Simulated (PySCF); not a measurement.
Isomers of C6H12O2Si2, mass 172.038 u with the commonest isotopes. Theory: PBE0/pcSseg-1 in PySCF (dipole) on a GFN2-xTB geometry, gas phase. One conformer each, none proved a minimum here; rigid rotors.

Problem. Order these by rotational constant A, smallest first.
A. `[CH2:1]=[C:2]1[CH2:3][O:4][Si@@:5]1([O:6][SiH3:7])[CH:8]1[CH2:9][CH2:10]1` with O4–Si5–O6–Si7 149°, O4–Si5–C8–C9 -92°
B. `[CH3:1][O:2][CH2:3][SiH2:4][SiH2:5][c:6]1[cH:7][cH:8][cH:9][o:10]1` with C1–O2–C3–Si4 177°, O2–C3–Si4–Si5 -48°, C3–Si4–Si5–C6 -67°, Si4–Si5–C6–C7 -122°
C. `[CH2:1]=[C:2]([CH3:3])[Si@@:4]1([O:5][SiH3:6])[O:7][CH2:8][C:9]1=[CH2:10]` with C1–C2–Si4–O5 7°, C2–Si4–O5–Si6 171°
D. `[CH3:1][C@@H:2]1[C:3](=[O:4])[CH2:5][C@H:6]2[SiH2:7][O:8][SiH2:9][C@@H:10]12` with C1–C2–C3–O4 42°, C2–C3–C5–C6 -10°, C3–C5–C6–Si7 -89°, C5–C6–Si7–O8 141°

Solution. C (1070 MHz), A (1190 MHz), B (1466 MHz), D (1572 MHz).

Problem. Order these by dipole moment, largest first.
A. `[CH3:1][C@@H:2]1[C:3](=[O:4])[CH2:5][C@H:6]2[SiH2:7][O:8][SiH2:9][C@@H:10]12` with C1–C2–C3–O4 42°, C2–C3–C5–C6 -10°, C3–C5–C6–Si7 -89°, C5–C6–Si7–O8 141°
B. `[CH3:1][O:2][CH2:3][SiH2:4][SiH2:5][c:6]1[cH:7][cH:8][cH:9][o:10]1` with C1–O2–C3–Si4 177°, O2–C3–Si4–Si5 -48°, C3–Si4–Si5–C6 -67°, Si4–Si5–C6–C7 -122°
C. `[CH2:1]=[C:2]1[CH2:3][O:4][Si@@:5]1([O:6][SiH3:7])[CH:8]1[CH2:9][CH2:10]1` with O4–Si5–O6–Si7 149°, O4–Si5–C8–C9 -92°
D. `[CH2:1]=[C:2]([CH3:3])[Si@@:4]1([O:5][SiH3:6])[O:7][CH2:8][C:9]1=[CH2:10]` with C1–C2–Si4–O5 7°, C2–Si4–O5–Si6 171°

Solution. A (2.37 D), C (1.80 D), B (1.66 D), D (1.42 D).

Problem. Order these by rotational constant C, largest first.
A. `[CH3:1][O:2][CH2:3][SiH2:4][SiH2:5][c:6]1[cH:7][cH:8][cH:9][o:10]1` with C1–O2–C3–Si4 177°, O2–C3–Si4–Si5 -48°, C3–Si4–Si5–C6 -67°, Si4–Si5–C6–C7 -122°
B. `[CH2:1]=[C:2]1[CH2:3][O:4][Si@@:5]1([O:6][SiH3:7])[CH:8]1[CH2:9][CH2:10]1` with O4–Si5–O6–Si7 149°, O4–Si5–C8–C9 -92°
C. `[CH2:1]=[C:2]([CH3:3])[Si@@:4]1([O:5][SiH3:6])[O:7][CH2:8][C:9]1=[CH2:10]` with C1–C2–Si4–O5 7°, C2–Si4–O5–Si6 171°
D. `[CH3:1][C@@H:2]1[C:3](=[O:4])[CH2:5][C@H:6]2[SiH2:7][O:8][SiH2:9][C@@H:10]12` with C1–C2–C3–O4 42°, C2–C3–C5–C6 -10°, C3–C5–C6–Si7 -89°, C5–C6–Si7–O8 141°

Solution. D (639.4 MHz), B (611.4 MHz), C (589.7 MHz), A (486.2 MHz).

```json
{"SMILES": "C=C(C)[Si@@]1(O[SiH3])OCC1=C", "point group": "C1", "Ia (u·Å²)": "472.18", "Ib (u·Å²)": "594.99", "Ic (u·Å²)": "857.04", "κ": "0.08", "μa (D)": "0.13", "μb (D)": "0.47", "μc (D)": "1.33"}
{"SMILES": "COC[SiH2][SiH2]c1ccco1", "point group": "C1", "Ia (u·Å²)": "344.84", "Ib (u·Å²)": "857.52", "Ic (u·Å²)": "1039.38", "κ": "-0.79", "μa (D)": "0.30", "μb (D)": "1.35", "μc (D)": "0.92"}
{"SMILES": "C[C@@H]1C(=O)C[C@H]2[SiH2]O[SiH2][C@@H]12", "point group": "C1", "Ia (u·Å²)": "321.40", "Ib (u·Å²)": "589.16", "Ic (u·Å²)": "790.40", "κ": "-0.53", "μa (D)": "1.18", "μb (D)": "0.46", "μc (D)": "2.00"}
{"SMILES": "C=C1CO[Si@@]1(O[SiH3])C1CC1", "point group": "C1", "Ia (u·Å²)": "424.68", "Ib (u·Å²)": "648.57", "Ic (u·Å²)": "826.65", "κ": "-0.42", "μa (D)": "0.64", "μb (D)": "0.33", "μc (D)": "1.65"}
```
